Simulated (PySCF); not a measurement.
Vertical excitations of a molecule C₆H₁₂O₂ from TDA-PBE/def2-SVP (PySCF), as energy in eV (oscillator strength): 5.66 (0.004), 6.84 (0.005), 7.41 (0.003), 7.46 (0.032), 7.59 (0.060), 7.87 (0.060), 7.87 (0.001), 7.92 (0.002), 8.08 (0.046), 8.16 (0.006). Lowest triplet (TDA): 5.08 eV. Geometry: PBE0-D3(BJ)/def2-SVP. The values are those of a single conformer.

**Question.** Which molecule gave these data?
A. CCCCOC(C)=O
B. COC(=O)C(C)(C)C
C. CC/C(=C/OC)OC

**Answer.** B, COC(=O)C(C)(C)C
